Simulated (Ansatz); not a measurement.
A CCSD(T) single point on `O[SiH](Cl)O[Si](F)(F)Cl`.

```yaml
crystal:
  periodic: [false, false, false]
  atoms:
    - {symbol: O, position_ang: [-0.722154, -1.170223, -2.009710]}
    - {symbol: Si, position_ang: [-1.115138, -0.191242, -0.777818]}
    - {symbol: Cl, position_ang: [-1.182349, 1.687727, -1.541430]}
    - {symbol: O, position_ang: [0.013187, -0.264042, 0.399855]}
    - {symbol: Si, position_ang: [1.212132, 0.397193, 1.225111]}
    - {symbol: F, position_ang: [1.625945, -0.593996, 2.371820]}
    - {symbol: F, position_ang: [2.468641, 0.600856, 0.302835]}
    - {symbol: Cl, position_ang: [0.695282, 2.164481, 2.031320]}
    - {symbol: H, position_ang: [-0.586812, -2.103652, -1.837962]}
    - {symbol: H, position_ang: [-2.408733, -0.527093, -0.164021]}
basis:
  gaussian: {orbitals: def2-TZVPP}
correlation: {method: ccsd_t}
```

```sh
$ ansatz run in.yaml --threads 2 --pin off --events-out ev --progress --plain --max-ram 22528MiB --backend cuda --devices 0, --max-vram 18GiB
```

Output of Ansatz, abridged:

```
Functional definition: HF
1967 factors; integrals over basis functions are off by at most 8.6e-4 eV
mean field evaluation 1: about -50260.9702 eV, gradient 5.8e1 eV
mean field evaluation 2: about -50261.3952 eV, gradient 5.9e1 eV
mean field evaluation 4: about -50267.0545 eV, gradient 3.3e0 eV
mean field evaluation 8: about -50267.1291 eV, gradient 3.0e-1 eV
mean field -50267.12944329 eV, -1847.2829347567 hartree, gradient 4.7e-6 eV, S^2 0.000000; 0 other end points of the search recorded, 0 dependent functions left out
24 core orbitals not correlated: weight in the atoms' cores, before any rotation towards them, 1.000 or more for the frozen orbitals, at most 0.000 for the correlated occupied ones
reference -50267.12944329 eV, -1847.2829347567 hartree; 25, 25 occupied and 271, 271 virtual orbitals, 1967 factors
second order -42.48936525 eV of doubles, -0.00000000 eV of singles
cycle   1  -42.60682428 eV  change   -1.2e-1 eV  update   1.3e-1
cycle   2  -43.43814314 eV  change   -8.3e-1 eV  update   3.4e-2
cycle   3  -43.62470653 eV  change   -1.9e-1 eV  update   1.7e-2
cycle   4  -43.59988983 eV  change    2.5e-2 eV  update   3.3e-3
cycle   5  -43.59736585 eV  change    2.5e-3 eV  update   1.4e-3
cycle   6  -43.59837224 eV  change   -1.0e-3 eV  update   3.8e-4
cycle   7  -43.59812662 eV  change    2.5e-4 eV  update   1.3e-4
cycle   8  -43.59803580 eV  change    9.1e-5 eV  update   3.6e-5
cycle   9  -43.59804564 eV  change   -9.8e-6 eV  update   1.3e-5
perturbative correction -1.54715365 eV, -0.0568568480 hartree
Total energy: -50312.27464258 eV, -1848.9419902302 hartree
```

Hardware: 2 threads of an AMD EPYC 7R13 on a shared host and a share of an NVIDIA H100 80 GB. Wall time 6.5 s, peak host memory 0.88 GiB.

MP2 recovers 94.1 % of the CCSD(T) correlation energy and the triples give 3.4 %; T1 = 0.0109.
